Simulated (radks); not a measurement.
The numbers below are computed, except where a source is named.
Lu2+, 69 electrons, occupied as [Xe] 4f11.5 6s1.5 6p2 (fractional occupations, a model configuration). Code: a radial shooting solver on a logarithmic mesh with Libxc functionals. Model: Dirac Kohn-Sham, PBE, spin-unpolarised, spherical densities, point nucleus; open shells are shared between the two j in proportion to 2j + 1.

Radial electron density D(r) = 4 pi r^2 rho(r):

| r (bohr) | D(r) (e/bohr) |
|---|---|
| 0.002377 | 23.67 |
| 0.003221 | 35.29 |
| 0.004365 | 50.45 |
| 0.005916 | 68.13 |
| 0.008018 | 85.35 |
| 0.01087 | 97.17 |
| 0.01473 | 99.02 |
| 0.01996 | 92.24 |
| 0.02705 | 88.25 |
| 0.03666 | 100.6 |
| 0.04968 | 123.0 |
| 0.06733 | 125.7 |
| 0.09199 | 103.8 |
| 0.1247 | 103.2 |
| 0.169 | 116.7 |
| 0.229 | 85.77 |
| 0.3103 | 56.39 |
| 0.4206 | 66.72 |
| 0.57 | 53.34 |
| 0.7725 | 26.77 |
| 1.047 | 15.39 |
| 1.419 | 7.588 |
| 1.923 | 2.669 |
| 2.606 | 1.803 |
| 3.532 | 1.060 |
| 4.787 | 0.2472 |
| 6.488 | 0.01939 |
| 8.793 | 0.0003647 |

D(r) has 4 maxima, at r = 0.0133, 0.0592, 0.165, 0.441 bohr, and minima at 0.0258, 0.108, 0.315 bohr, inside which lie 2.02, 11.17, 29.75 electrons.
